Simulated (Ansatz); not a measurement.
# BGeH5Si: where a starting geometry ends

The starting geometry of this gas-phase singlet was optimised with GFN2-xTB; its bonds are those of `B[SiH2][GeH]`.

```xyz
8

B    -1.3529   -0.0865    1.1084
Ge    1.0921    1.5957   -0.4937
Si   -0.8522    0.1274   -0.7324
H    -1.7631    0.8414   -1.6616
H    -1.9361    0.7639    1.6701
H    -0.9462   -0.9713    1.7597
H     1.8510    0.4768    0.4084
H    -0.4329   -1.0400   -1.5385
```

Where would you expect an optimisation with PBE0-D3(BJ)/def2-SVP to take it?

A new bond forms, giving a structure with H7 bridging B1 and Ge2, given below by its coordinates. Distances that change by over a tenth: B1–Ge2 (3.37 → 2.44 Å). Contacts that close: B1–H7 (3.33 → 1.37 Å).

The energy falls by 0.66 eV over 20 steps:

```
step  E − E(last) (eV)
   1             0.661
   3             0.548
   5             0.526
   7             0.504
   9             0.410
  12             0.109
  14             0.008
  16             0.000
  18             0.000
  20             0.000
```

Final geometry (Å):

```xyz
8

B    -0.6674    0.1069    0.9834
Ge    1.0975    1.1013   -0.3776
Si   -0.9898    0.0235   -0.9706
H    -1.8777    0.9892   -1.6807
H    -1.3367    0.9250    1.5857
H    -0.3970   -0.9452    1.5293
H     0.5449    0.7035    1.2348
H    -0.7140   -1.1968   -1.7840
```

Frequencies at the end are all real (lowest 37 cm⁻¹). Run with Ansatz 0.2.0, 28 s on 2 threads of Arm Neoverse V2, with other jobs on the host.
